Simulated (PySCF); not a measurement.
# Electron correlation in He (helium, neutral)

1s1 2p1, high-spin 3P determinant (an excited configuration). Calculation: PySCF 2.14, in aug-cc-pV5Z; no relativity, point nucleus. Frozen: nothing; 2 electrons correlated.

With two correlated electrons CCSD is exact within the correlated space (frozen core and kept virtual orbitals).

```json
{"level": "CCSD", "correlation energy (mhartree)": "-3.51"}
```

Diagnostics: T1 = 0.0022, D1 = 0.0042, largest double amplitude 0.019.

Is a single reference adequate?

Yes: T1 lies below 0.03 and no double amplitude reaches 0.07.
